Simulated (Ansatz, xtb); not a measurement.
Ligand exchange: GaBr + CHCl2F → GaF + CHBrCl2

Gas-phase species: GaBr, singlet; CHCl2F (dichlorofluoromethane) `FC(Cl)Cl`, singlet; GaF, singlet; CHBrCl2 (bromodichloromethane) `ClC(Cl)Br`, singlet. The partners trade Br for F: Ga–Br and C–F bonds give way to Ga–F and C–Br.

Shapes, held fixed at every level: PBE0-D4/def2-TZVP. Programs: Ansatz 0.2.0, xtb 6.7.1. The zero-point and thermal change to 298 K, harmonic and unscaled (PBE0-D4/def2-TZVP), is -3.3 kJ/mol.

Estimate ΔH(298 K) of this reaction.

The highest level, CCSD(T)/def2-TZVPP, gives ΔH(298 K) = +27.9 kJ/mol; the levels span -17.4 to +39.8. They disagree on the sign: 8 of 9 are positive. The column of differences is taken from that level and isn't an error. No measured value is set beside it here. Relativity is left out for Br, Ga. Outer-core shells of Br, Ga are correlated, in sets that cover them unevenly. Times are processor times on shared x86 and Arm servers, and rough.

| level | kind | ΔH(298 K) (kJ/mol) | less CCSD(T)/def2-TZVPP | CPU time (sum over the molecules) |
| --- | --- | --- | --- | --- |
| GFN0-xTB | semi-empirical | -17.4 | -45.3 | 0.22 s |
| r2SCAN-D4/def2-TZVPP | meta-GGA | +37.5 | +9.6 | 28 s |
| B3LYP-D4/def2-TZVPP | global hybrid | +33.1 | +5.2 | 24 s |
| PBE0-D4/def2-TZVPP | global hybrid | +39.8 | +11.9 | 16 s |
| wB97M-V/def2-TZVPP | range-separated hybrid | +33.2 | +5.3 | 56 s |
| wB97X-V/def2-TZVPP | range-separated hybrid | +31.9 | +4.0 | 40 s |
| B2PLYP/def2-TZVPP | double hybrid | +29.7 | +1.8 | 27 s |
| MP2/def2-TZVPP | perturbation theory | +16.6 | -11.3 | – |
| CCSD(T)/def2-TZVPP | coupled cluster or CI | +27.9 | 0.0 | – |
